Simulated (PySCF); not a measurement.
Dipole response of N (nitrogen, neutral)

[He] 2s2 2p3, high-spin 4S determinant. All numbers are calculated (PySCF 2.14, no relativity, point nucleus, in aug-cc-pVDZ). Coupled (time-dependent) response in atomic units; α is the mean over directions. A double-zeta set is small for polarisabilities.

```json
{"method": "UHF", "mean α (bohr³)": "6.807", "C₆ (like pair)": "22.18", "S(−4)": "25.39"}
{"method": "PBE", "mean α (bohr³)": "7.412", "C₆ (like pair)": "25.07", "S(−4)": "30.64"}
{"method": "PBE0", "mean α (bohr³)": "7.112", "C₆ (like pair)": "23.84", "S(−4)": "26.77"}
{"method": "TPSSh", "mean α (bohr³)": "7.307", "C₆ (like pair)": "24.88", "S(−4)": "28.25"}
{"method": "LC-wPBE", "mean α (bohr³)": "7.079", "C₆ (like pair)": "23.77", "S(−4)": "25.98"}
```

S(−4) is the Cauchy moment in α(ω) = α(0) + S(−4) ω² + …

Reference α: 7.4 ± 0.2 bohr³ (recommended; Schwerdtfeger and Nagle, table of static dipole polarizabilities (2023 update)). Published C₆: 24.20 (Chu and Dalgarno (2004); Tang, Norbeck and Certain (1976)).

α(iu) at PBE0:

| u (hartree) | α(iu) (bohr³) |
| --- | --- |
| 0 | 7.112 |
| 0.0500 | 7.046 |
| 0.100 | 6.860 |
| 0.200 | 6.245 |
| 0.300 | 5.514 |
| 0.500 | 4.201 |
| 0.750 | 3.015 |
| 1.00 | 2.219 |
| 1.50 | 1.306 |
| 2.00 | 0.8459 |
| 3.00 | 0.4314 |
| 5.00 | 0.1718 |

A single London oscillator, α(iu) = α/(1 + u²/ω²), gives C₆ = (3/4) ω α². Matching the computed C₆ needs ω = 4 × 23.84 / (3 × 7.112²) = 0.628 hartree.
